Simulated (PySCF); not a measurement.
Coordinates in bohr (charge 0 multiplicity 1):
```
Tc   -0.4407    0.0000   -0.3116
O    -2.9917   -0.0002    1.5097
O    -0.4286    2.5634   -2.1153
O    -0.4285   -2.5632   -2.1156
Cl    3.0070    0.0000    2.1260
```

Method: PBE0/[Tc def2-SVP with ECP28, O def2-SVP, Cl def2-SVP], scalar-relativistic core potentials, density fitting, no spin–orbit coupling, PySCF.

This geometry of TcO₃Cl is a stationary point at this level.

Task: What is the point group?

Result: C3v.

Task: Is it a minimum?

Result: Yes: all harmonic wavenumbers are real.

Task: List the harmonic modes with their infrared intensities.

Result: 
| symmetry | ω (cm⁻¹) | IR (km/mol, summed over degenerate members) |
| --- | --- | --- |
| e | 202 | 5.0 |
| a1 | 313 | 1.7 |
| e | 366 | 3.8 |
| a1 | 454 | 60.5 |
| e | 1051 | 333 |
| a1 | 1065 | 44.2 |

Task: Give the atomic charges and bond orders.

Result: 
```csv
atom,Mulliken,Löwdin,polar tensor,Mayer order to Tc1
Tc1,1.12,0.05,2.09,–
"O2,3,4",-0.33,-0.08,-0.57,1.89
Cl5,-0.12,0.20,-0.37,1.15
```

Task: Give the ideal-gas entropy at 298.15 K and 1 bar by parts.

Result: translation 173.7, rotation 104.5, vibration 36.7, spin 0.0; total 315.0 J/(mol K).

In C3v the vibrations span 3e + 3a1.

Stability towards spin polarisation was not tested. Other isomers or separated fragments may lie lower.
